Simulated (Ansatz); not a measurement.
Stepwise reaction of `C[O][Sn]([F])([F])[O]C` with water, as a gas-phase model of exchange steps in deposition or etching. ΔE in kJ/mol; ΔG adds harmonic PBE0-D4 terms to CCSD(T)/CBS, at 1 bar.

Calculated with Ansatz (gas phase, PBE0-D4/def2-TZVP geometries, no zero-point term in ΔE). CCSD(T)/CBS is the MP2 limit (def2-TZVPP, def2-QZVPP) plus CCSD(T) − MP2 in def2-TZVPP, frozen cores. This one scheme is used for every species. DFT in def2-TZVPP. B3LYP here is the variant with VWN-RPA as its local correlation; programs differ in this. Elements past krypton have def2 core potentials. For Sn outer-core shells are correlated without core-valence functions, which leaves a few kJ/mol of doubt a bond. One conformer a species, not always the lowest.

| step | reaction | PBE-D4 | B3LYP-D4 | ωB97M-V | CCSD(T)/CBS | ΔG(500 K) |
| --- | --- | --- | --- | --- | --- | --- |
| 1 | `C[O][Sn]([F])([F])[O]C` + H₂O → `C[O][Sn]([OH])([F])[F]` + CH₃OH | -4.7 | -3.7 | -6.2 | -0.6 | -5.1 |

Question: Give the row of step 2, `C[O][Sn]([OH])([F])[F]` + H₂O → `[OH][Sn]([OH])([F])[F]` + CH₃OH. (Estimate.)

Answer: Computed: 
```csv
step,reaction,PBE-D4,B3LYP-D4,ωB97M-V,CCSD(T)/CBS,ΔG(500 K)
2,`C[O][Sn]([OH])([F])[F]` + H₂O → `[OH][Sn]([OH])([F])[F]` + CH₃OH,-4.9,-3.3,-5.8,-0.1,2.0
```

Question: By hand: ΔE of the 2 steps together at CCSD(T)/CBS.

Answer: (-0.6) + (-0.1) = -0.7 kJ/mol, or -0.3 kJ/mol a step.

In ΔE the steps differ by no more than 0.5 kJ/mol. ΔG lies between -5.1 and 2.0 kJ/mol a step. PBE-D4 differs from CCSD(T)/CBS by -4.8 to -4.1 kJ/mol a step. Isolated molecules leave out the surface, adducts and barriers. Largest T1 diagnostic: 0.015.
